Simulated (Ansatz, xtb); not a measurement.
# C4H10OSe: which of two isomers lies lower

We compare a, `OCCCC[SeH]`, a singlet, with b, `COCC[Se]C`, a singlet. Both are isolated molecules in the gas phase, relaxed with B3LYP/def2-SVP; each stands in its lowest conformer found.

a (Å):

```csv
atom,x (Å),y (Å),z (Å)
C,-0.3222,0.9842,2.0385
C,-0.8864,1.0712,0.6197
C,-0.9676,-0.2861,-0.0808
C,-1.3726,-0.2360,-1.5516
O,0.9798,0.4326,2.0937
Se,-3.2267,0.3713,-1.9270
H,1.5790,1.0322,1.6292
H,-0.3580,1.9851,2.5144
H,-0.9559,0.3202,2.6502
H,-0.2539,1.7601,0.0246
H,-1.8862,1.5374,0.6656
H,0.0247,-0.7667,-0.0150
H,-1.6644,-0.9415,0.4703
H,-0.6936,0.3972,-2.1423
H,-1.3457,-1.2422,-1.9959
H,-2.9678,1.8051,-1.6902
```

b (Å):

```yaml
atoms:
  - { symbol: C, position_ang: [1.8691, -0.6774, 1.3284] }
  - { symbol: C, position_ang: [2.0022, 0.1391, -0.8752] }
  - { symbol: C, position_ang: [1.1793, 0.7401, -2.0007] }
  - { symbol: C, position_ang: [-1.5621, -0.3111, -1.4416] }
  - { symbol: O, position_ang: [1.1877, -0.0980, 0.2478] }
  - { symbol: Se, position_ang: [-0.1631, -0.4578, -2.8130] }
  - { symbol: H, position_ang: [2.2968, -1.6668, 1.0679] }
  - { symbol: H, position_ang: [1.1491, -0.8121, 2.1488] }
  - { symbol: H, position_ang: [2.6975, -0.0337, 1.6891] }
  - { symbol: H, position_ang: [2.8210, 0.8454, -0.6092] }
  - { symbol: H, position_ang: [2.4826, -0.8014, -1.2158] }
  - { symbol: H, position_ang: [0.6666, 1.6524, -1.6589] }
  - { symbol: H, position_ang: [1.8459, 1.0210, -2.8302] }
  - { symbol: H, position_ang: [-1.1456, -0.5847, -0.4658] }
  - { symbol: H, position_ang: [-1.9665, 0.7107, -1.4141] }
  - { symbol: H, position_ang: [-2.3599, -1.0101, -1.7297] }
```

Task: Estimate which is lower in electronic energy at CCSD(T)/def2-SVP + ΔMP2/def2-TZVPP, and by roughly how much.

Result: The CCSD(T)/def2-SVP + ΔMP2/def2-TZVPP calculation puts structure a lower, by 0.384 eV.

How the difference moves with the method:

| level | geometry | E(b) − E(a) (eV) | departure from the last row (eV) | job, with rough time for the two |
| --- | --- | --- | --- | --- |
| GFN2-xTB | GFN2-xTB | +0.196 | −0.188 | optimisation, 0.17 s |
| HF/STO-3G | GFN2-xTB | −0.290 | −0.674 | single point, 0.48 s |
| r2SCAN-D4/def2-SVP | GFN2-xTB | +0.398 | +0.014 | single point, 4.5 s |
| B3LYP/def2-SVP | B3LYP/def2-SVP | +0.300 | −0.084 | optimisation, 56 s |
| HF/def2-SVP | B3LYP/def2-SVP | +0.372 | −0.013 | part of the CCSD(T) run |
| MP2/def2-SVP | B3LYP/def2-SVP | +0.502 | +0.117 | part of the CCSD(T) run |
| CCSD(T)/def2-SVP | B3LYP/def2-SVP | +0.479 | +0.095 | single point |
| CCSD(T)/def2-SVP + ΔMP2/def2-TZVPP | B3LYP/def2-SVP | +0.384 |  | single point, 2.1 min |

As drawn, b has 1 C–O, 1 C–Se, 2 C–H in place of 2 C–C, 1 O–H, 1 Se–H.

HF/STO-3G puts the two in the other order. The largest departure from CCSD(T)/def2-SVP + ΔMP2/def2-TZVPP is that of HF/STO-3G, 0.674 eV. The last row adds to CCSD(T) the change of the MP2 difference between the two basis sets, here −0.095 eV.

With thermal terms from frequencies at re-optimised GFN2-xTB minima (ideal gas, soft modes damped towards free rotors, one conformer each, 298.15 K, 1 atm): the zero-point term adds +0.019 eV; ΔH is +0.416 and ΔG +0.391 eV.

The correlated steps freeze 14 core orbitals; the filled d shell of Se is correlated, in a basis made for valence electrons. Programs: Ansatz 0.2.0, xtb 6.7.1; the last row on 4 threads of Arm Neoverse V1 on a shared host.
